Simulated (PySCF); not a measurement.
Species: C4H3BF2O.
SMILES: `FB(F)/C=C1\C=CO1`

Torsions of this conformer, `[F:1][B:2]([F:3])/[CH:4]=[C:5]1\[CH:6]=[CH:7][O:8]1`: F1–B2–C4–C5 0°.

The closed-shell ground state was solved at several levels (PySCF, density fitting, gas phase, non-relativistic). Geometry: PBE0-D3(BJ)/def2-SVP; no solvent, vibrations or thermal averaging.

| level | basis functions | HOMO (eV) | LUMO (eV) | gap (eV) | dipole (D) |
| --- | --- | --- | --- | --- | --- |
| PBE0/def2-SVP | 127 | -7.31 | -1.94 | 5.37 | 2.22 |
| PBE0/IGLO-III | 310 | -7.38 | -2.04 | 5.34 | 2.35 |
| PBE0/cc-pVTZ | 282 | -7.33 | -1.95 | 5.38 | 2.34 |
| PBE0/6-311+G(2d,p) | 234 | -7.40 | -2.06 | 5.34 | 2.40 |
| LDA/pcSseg-1 | 151 | -6.32 | -3.21 | 3.11 | 2.12 |
| BHandHLYP/pcSseg-1 | 151 | -8.45 | -0.99 | 7.46 | 2.54 |
| PBE0/pcSseg-1 | 151 | -7.40 | -2.06 | 5.34 | 2.32 |
| wB97X-D/pcSseg-1 | 151 | -9.27 | -0.29 | 8.98 | 2.35 |
| KT2/pcSseg-1 | 151 | -6.17 | -2.89 | 3.28 | 2.20 |

Q: Estimate the row for PBE0/pcSseg-2, a basis of 330 functions; the other rows only guide the guess.

A: HOMO -7.41 eV, LUMO -2.06 eV, gap 5.35 eV, dipole 2.38 D.

Q: Over all these levels, which gives the widest orbital gap and which the narrowest?

A: wB97X-D/pcSseg-1 (range-separated hybrid) has the widest, 8.98 eV, and LDA/pcSseg-1 (LDA) the narrowest, 3.11 eV. The two share the basis. From the narrowest to the widest the HOMO moves by -2.95 eV and the LUMO by +2.92 eV.

Q: How much does the basis alone move the frontier levels among the 6 PBE0 rows (the withheld one included)?

A: The HOMO by 0.10 eV and the LUMO by 0.12 eV. By rising basis size (HOMO, LUMO in eV): def2-SVP -7.31, -1.94; pcSseg-1 -7.40, -2.06; 6-311+G(2d,p) -7.40, -2.06; cc-pVTZ -7.33, -1.95; IGLO-III -7.38, -2.04; pcSseg-2 -7.41, -2.06.

Q: In the pcSseg-1 basis, how does the gap go with the fixed share of exact exchange?

A: LDA (0 %) 3.11 eV; KT2 (0 %) 3.28 eV; PBE0 (25 %) 5.34 eV; BHandHLYP (50 %) 7.46 eV. Each rise in the share widens the gap here.

Q: How far do the dipole and the HOMO energy spread over the levels?

A: The dipole runs from 2.12 to 2.54 D (mean 2.32 D) and the HOMO from -9.27 to -6.17 eV.
